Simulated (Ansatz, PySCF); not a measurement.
This PySCF input computes a PBE0/def2-TZVPD energy:

```python
from pyscf import gto, scf, dft

mol = gto.M(
    atom='''
    Be    0.00000000    0.00000000    0.00000000
    H     0.00000000    0.00000000    1.33008694
    H    -0.00000000   -0.00000000   -1.33008694
    ''',
    basis='def2-tzvpd',
    charge=0,
    spin=0,
    verbose=4,
)

mf = dft.RKS(mol, xc='pbe0').density_fit(auxbasis='def2-universal-jkfit')
mf.grids.level = 3
mf.conv_tol = 1e-9
mf.max_cycle = 100
mf.max_memory = 1500
mf.kernel()
if not mf.converged:
    mf = mf.newton()
    mf.kernel(mf.make_rdm1())
mf.analyze()
```

### Question
Write an input for the same energy in Ansatz (a quantum-chemistry and plane-wave program) and say what it gives.

### Answer

Ansatz 0.2 input:
```yaml
crystal:
  periodic: [false, false, false]
  atoms:
    - {symbol: Be, position_ang: [0.00000000, 0.00000000, 0.00000000]}
    - {symbol: H, position_ang: [0.00000000, 0.00000000, 1.33008694]}
    - {symbol: H, position_ang: [-0.00000000, -0.00000000, -1.33008694]}
basis:
  gaussian:
    orbitals: def2-TZVPD
hamiltonian:
  xc: {name: PBE0}
output: {forces: true}
```
It gives -15.87213 Eh, and PySCF -15.87218 Eh, a difference of 0.05 mEh, from the treatment of integrals and grids.
